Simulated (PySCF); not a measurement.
## CoF₂ + H₂O → CoF(OH) + HF

Level: PBE0 in the def2-TZVP basis family, all electrons, no relativity, computed in PySCF with density fitting; open shells unrestricted.

```json
{"species": "CoF₂", "state and structure": "quartet, D∞h, Co–F 1.737 Å (×2)", "ZPE (kJ/mol)": "10.0", "H(298 K) − H(0) (kJ/mol)": "12.6", "S° (J/(mol K))": "264.6"}
{"species": "H₂O", "state and structure": "singlet, C2v, O–H 0.960 Å (×2); H–O–H 105.1°", "ZPE (kJ/mol)": "56.5", "H(298 K) − H(0) (kJ/mol)": "9.9", "S° (J/(mol K))": "188.7"}
{"species": "CoF(OH)", "state and structure": "quartet, Cs, Co–F 1.750 Å, Co–O 1.755 Å, O–H 0.957 Å; Co–O–H 125.1°, F–Co–O 173.7°", "ZPE (kJ/mol)": "37.1", "H(298 K) − H(0) (kJ/mol)": "14.4", "S° (J/(mol K))": "290.6"}
{"species": "HF", "state and structure": "singlet, C∞v, H–F 0.920 Å", "ZPE (kJ/mol)": "24.9", "H(298 K) − H(0) (kJ/mol)": "8.7", "S° (J/(mol K))": "173.6"}
```

(1) Is the gas-phase reaction uphill or downhill in electronic energy at this level, and by how much?

(2) Add zero-point, thermal and entropy terms for 298.15 K and 1 bar.

## Answers

(1) At PBE0/def2-TZVP, ΔE = 37.3 kJ/mol, uphill. 

(2) ΔZPE = -4.5 and Δ[H(298) − H(0)] = 0.6 kJ/mol give ΔH° = 33.4 kJ/mol. ΔS° = 10.9 J/(mol K), so ΔG° = 33.4 − 298.15 × (0.0109) = 30 kJ/mol and log₁₀K = -5.3.

Open d or f shells are single determinants, so the state found may not be the ground state. Each species is the lowest minimum found with this bonding; other isomers or fragments can lie lower.
